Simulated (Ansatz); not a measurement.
A nudged elastic band was laid between two geometries of C$_{2}$H$_{8}$ClNSi (13 atoms, charge 0, multiplicity 1).

These are results of Ansatz, RKS r2SCANh-D4/6-31G*, not measurements.

```
movable images  : 7
climbing image  : yes
spring          : 5.0 eV/Å²
optimiser       : quadratic models (default)
start path      : through a guess of the saddle point
force threshold : 0.03 eV/Å
iteration limit : 60
end points      : relaxed
```

Initial state:

```xyz
13
Properties=species:S:1:pos:R:3
C -1.645 0.120 -0.338
C -0.420 -0.732 -0.616
Cl 0.269 -0.295 -2.255
Si 0.997 -0.495 0.635
N 1.637 1.100 0.697
H -1.379 1.179 -0.272
H -2.087 -0.185 0.618
H -2.403 0.005 -1.119
H -0.697 -1.787 -0.703
H 2.065 -1.457 0.268
H 0.444 -0.795 1.984
H 2.071 1.497 -0.125
H 1.169 1.811 1.240
```

Final state:

```xyz
13
Properties=species:S:1:pos:R:3
C -1.669 0.095 -0.373
C -0.418 -0.728 -0.618
Cl 0.319 -0.261 -2.231
Si 0.955 -0.463 0.662
N 1.393 1.204 0.613
H -1.424 1.155 -0.278
H -2.134 -0.234 0.564
H -2.397 -0.030 -1.180
H -0.663 -1.789 -0.726
H 2.024 -1.458 0.361
H 0.428 -0.732 2.029
H 1.797 1.575 -0.237
H 1.810 1.631 1.427
```

Question: Which bonds break or form, and what moves?

Answer: No bond is made or broken. The height of N5 over the plane of its neighbours goes from 0.21 to -0.23 Å.

Question: What energy profile does the band end with?

Answer: The forces met the threshold. The highest image is number 3 of 0 to 8, 0.008 eV above the first end and 0.014 eV above the last; the last end lies 0.006 eV below the first. A vibrational analysis at the climbing image gives one clearly imaginary mode, 222i cm⁻¹: a first-order saddle point.

| image | path coordinate (Å) | energy (eV) | height of N5 over the plane of its neighbours (Å) |
| --- | --- | --- | --- |
| 0 | 0.00 | 0.000 | 0.21 |
| 1 | 0.14 | 0.001 | 0.19 |
| 2 | 0.27 | 0.005 | 0.12 |
| 3 | 0.41 | 0.008 | 0.02 |
| 4 | 0.51 | 0.006 | -0.07 |
| 5 | 0.62 | 0.001 | -0.15 |
| 6 | 0.72 | -0.003 | -0.19 |
| 7 | 0.82 | -0.005 | -0.21 |
| 8 | 0.93 | -0.006 | -0.23 |

Question: What is the geometry of the highest image?

Answer: 
```xyz
13
Properties=species:S:1:pos:R:3:forces:R:3
C -1.657 0.105 -0.359 0.01 -0.01 0.00
C -0.425 -0.742 -0.618 -0.01 0.00 -0.01
Cl 0.287 -0.303 -2.249 0.00 0.00 0.01
Si 0.980 -0.483 0.635 0.02 0.00 0.00
N 1.543 1.134 0.626 0.01 0.01 -0.01
H -1.391 1.163 -0.284 0.00 0.01 0.00
H -2.111 -0.204 0.590 0.00 0.00 0.00
H -2.403 -0.013 -1.151 0.00 0.00 0.00
H -0.692 -1.799 -0.710 0.00 0.00 0.00
H 2.031 -1.482 0.301 -0.01 0.00 0.00
H 0.449 -0.737 2.002 -0.01 0.00 0.00
H 1.972 1.568 -0.176 0.00 -0.01 0.00
H 1.437 1.759 1.408 -0.01 0.00 0.01
```

Question: What are the harmonic wavenumbers there?

Answer: 222i, 77, 143, 199, 256, 272, 307, 419, 557, 578, 701, 722, 867, 893, 927, 951, 985, 1059, 1121, 1222, 1315, 1431, 1516, 1533, 1621, 2253, 2260, 3062, 3107, 3142, 3164, 3643, 3751 cm⁻¹.

Run time: 4.4 min on 2 threads of AMD EPYC 7B13 (Zen 3), with other jobs on the host, peak memory 0.28 GiB.
